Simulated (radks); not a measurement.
Task: Isoelectronic series with 27 electrons, each ion in its NIST ground configuration. Calculated with a radial shooting solver on a logarithmic mesh with Libxc functionals: scalar-relativistic Kohn-Sham, PBEsol, spin-polarised, spherical densities, point nucleus; open shells are filled with parallel spins first (spin-orbit coupling, left out, can overturn this in heavy ions). Total energies (hartree) and mean radii <r> (bohr):

ion,configuration,E (hartree),3d down,3d up
Xe27+,[Ar] 3d9,-7059.20658,0.2686,0.2683
Cs28+,[Ar] 3d9,-7361.6866,0.2616,0.2614
Ba29+,[Ar] 3d9,-7671.1525,0.2550,0.2548
La30+,[Ar] 3d9,-7987.6542,0.2487,0.2485
Ce31+,[Ar] 3d9,-8311.2434,0.2427,0.2425
Pr32+,[Ar] 3d9,-8641.9733,0.2370,0.2368
Nd33+,[Ar] 3d9,-8979.8992,0.2316,0.2314
Pm34+,[Ar] 3d9,-9325.0782,0.2264,0.2262
Sm35+,[Ar] 3d9,-9677.5693,0.2214,0.2213
Eu36+,[Ar] 3d9,-10037.4337,0.2167,0.2165
Gd37+,[Ar] 3d9,-10404.7346,0.2121,0.2120
Tb38+,[Ar] 3d9,-10779.5374,0.2078,0.2076
Dy39+,[Ar] 3d9,-11161.9098,0.2036,0.2034
Ho40+,[Ar] 3d9,-11551.9219,0.1995,0.1994
Er41+,[Ar] 3d9,-11949.6462,0.1957,0.1955
Tm42+,[Ar] 3d9,-12355.1580,0.1919,0.1918
Yb43+,[Ar] 3d9,-12768.5350,0.1883,0.1882
Lu44+,[Ar] 3d9,-13189.8580,0.1849,0.1847
Hf45+,[Ar] 3d9,-13619.2106,0.1815,0.1814
Ta46+,[Ar] 3d9,-14056.6795,0.1783,0.1782

Estimate the row of W47+ ([Ar] 3d9).

Result: E (hartree) -14502.3547; 3d down 0.1752; 3d up 0.1751.
